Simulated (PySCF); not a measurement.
Compound: 3-chlorobenzonitrile, C7H4ClN.
SMILES with atom numbers: `[N:1]#[C:2][c:3]1[cH:4][cH:5][cH:6][c:7]([Cl:8])[cH:9]1`

Geometry (GFN2-xTB, Å), atoms numbered from 1 in this order:
```
atom  x, y, z in Å
N1    -3.2244   -1.6442   -0.3955
C2    -2.2148   -1.1171   -0.2714
C3    -0.9698   -0.4601   -0.1194
C4    -0.9141    0.9337   -0.1214
C5     0.3071    1.5644    0.0265
C6     1.4683    0.8237    0.1753
C7     1.4017   -0.5629    0.1769
Cl8    2.8496   -1.4873    0.3638
C9     0.1912   -1.2172    0.0317
H10   -1.8221    1.5058   -0.2373
H11    0.3585    2.6424    0.0270
H12    2.4219    1.3143    0.2905
H13    0.1425   -2.2950    0.0354
```

Definitions: NICS(0) = −σiso at the ring centroid; NICS(1) = −σiso and NICS(1)zz = −σzz at ±1 Å along the ring normal z. Level: GIAO PBE0/pcSseg-1 (PySCF, non-relativistic, gas phase) on the GFN2-xTB geometry, one conformer.

Ring bond lengths (Å), with Mayer bond orders in brackets: C3–C4 1.395 (1.37), C4–C5 1.382 (1.44), C5–C6 1.385 (1.43), C6–C7 1.388 (1.35), C7–C9 1.384 (1.35), C9–C3 1.394 (1.35).

Q: Give the NICS values of each ring in ppm.

A: 
```
             ring                                              type  NICS(0)  NICS(1), two faces  NICS(1)zz, two faces  rms pucker (Å)  centre to ring atoms, mean (Å)
C3–C4–C5–C6–C7–C9  6-membered carbocycle; formal bonds all aromatic     -9.4       -11.1 / -11.1         -26.7 / -26.7            0.00                            1.39
```

Q: What can be read from them?

A: 
- C3–C4–C5–C6–C7–C9: mean NICS(1)zz -26.7 ppm, shielded, aromatic by this magnetic criterion (flat ring, no four-coordinate atom).

Q: How equal are the bonds by HOMA? Use HOMA with the parameters of Krygowski (1993).

A: 
- C3–C4–C5–C6–C7–C9: HOMA 0.99 = 1 − EN − GEO, with mean bond length 1.388 Å, EN = α(Ropt − mean)² = 0.000 and GEO = α × variance = 0.006. The geometric and the magnetic index point the same way.

Q: At the second NICS(1) probe listed for ring C3–C4–C5–C6–C7–C9, 1 Å off the ring, how large is the induced field along the normal in 7.05 T applied along it?

A: NICSzz × B0 = -26.7 ppm × 7.05 T = -188 μT, against the applied field.

Q: Give the inner angles of the rings and the Hirshfeld charges of the ring atoms.

A: 
- C3–C4–C5–C6–C7–C9: C3 120.6° (+0.014 e), C4 119.4° (-0.029 e), C5 120.5° (-0.031 e), C6 119.6° (-0.042 e), C7 120.9° (+0.024 e), C9 118.9° (-0.040 e); sum 720.0° against 720° for a flat convex ring.
